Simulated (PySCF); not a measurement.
**Relaxation of singlet TaOF₃**

Level of theory: PBE0/[Ta def2-SVP with ECP60, O def2-SVP, F def2-SVP], scalar-relativistic core potentials, density fitting, no spin–orbit coupling, PySCF. A (50,194) grid was used.

A hand-made see-saw (ligand arrangement 1) start, of Cs symmetry, held to at least that symmetry:

```xyz
5
charge 0 multiplicity 1, angstrom
Ta   -0.0330    0.0000   -0.1951
O    -1.4751    0.0000    0.9316
F    -0.0330    2.0920   -0.0121
F    -0.0330   -2.0920   -0.0121
F     1.6218    0.0000    1.0978
```

**Question.** What does it relax to?

**Answer.** It ends at C3v with Ta–F 1.874 Å (×3), Ta–O 1.706 Å; F–Ta–F 112.1° (×3), F–Ta–O 106.6° (×3) (after a last refinement on a finer grid). A frequency run shows a minimum. Other isomers or separated fragments may lie lower.

**Question.** How much energy is released, and in how many steps?

**Answer.** 415.1 kJ/mol in 10 steps.

No spin–orbit coupling is included, which matters more the heavier the element.

The relaxation took about 90 core-seconds on a shared host.
